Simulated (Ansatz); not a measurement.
`[OH][GeH]([F])[F]` → `[F][GeH]` + `OF` at 298.15 K and 1 bar (germylene formation by 1,1-elimination).

Calculated with Ansatz (gas phase, PBE0-D4/def2-TZVP geometries, no zero-point term in ΔE). CCSD(T)/CBS adds triple-zeta CCSD(T) − MP2 to the extrapolated MP2 energy (def2 sets, frozen cores). This one scheme is used for every species. For Ge outer-core shells are correlated without core-valence functions, which leaves a few kJ/mol of doubt a bond. Scalar relativity is left out up to krypton. One conformer a species, not always the lowest.

```
            species  CCSD(T)/CBS energy (Eh)  H − E (kJ/mol)  S (J/(mol·K))
`[OH][GeH]([F])[F]`              -2352.17909            86.5          313.9
         `[F][GeH]`              -2176.50038            30.3          252.4
               `OF`               -175.42775            47.4          226.1
```

H − E and S are ideal-gas, rigid-rotor, harmonic terms from PBE0-D4/def2-TZVP, for one conformer and one mirror image of each species. 1 Eh = 2625.50 kJ/mol, R = 8.31446 J/(mol·K).

Task: By hand: ΔE, ΔH, ΔS and ΔG.

Result: ΔE = (-2176.50038) + (-175.42775) − (-2352.17909) = 0.25096 Eh = 658.9 kJ/mol. Δ(H − E) = 30.3 + 47.4 − 86.5 = -8.8, so ΔH = 650.1 kJ/mol. ΔS = 252.4 + 226.1 − 313.9 = 164.6 J/(mol·K). ΔG = 650.1 − 298.15 × (164.6)/1000 = 601.0 kJ/mol.

Task: By hand: the equilibrium constant, and the temperature at which ΔG would vanish if ΔH and ΔS stayed fixed.

Result: log₁₀ K = −ΔG/(RT ln 10) = -105.3. ΔG = 0 at ΔH/ΔS = 3950 K, far beyond where these terms or the molecules hold.

The number of gas molecules changes by +1, which sets the sign of ΔS. A doubt of 5 kJ/mol in ΔE shifts log₁₀ K by 0.9 here. Other conformers and mirror images would add mixing entropy, several J/(mol·K) or more a flexible species. These are equilibria of isolated gas molecules and say nothing of rates. Largest T1 diagnostic: 0.014 (customary marks: 0.02 for closed shells, 0.045 for open ones).
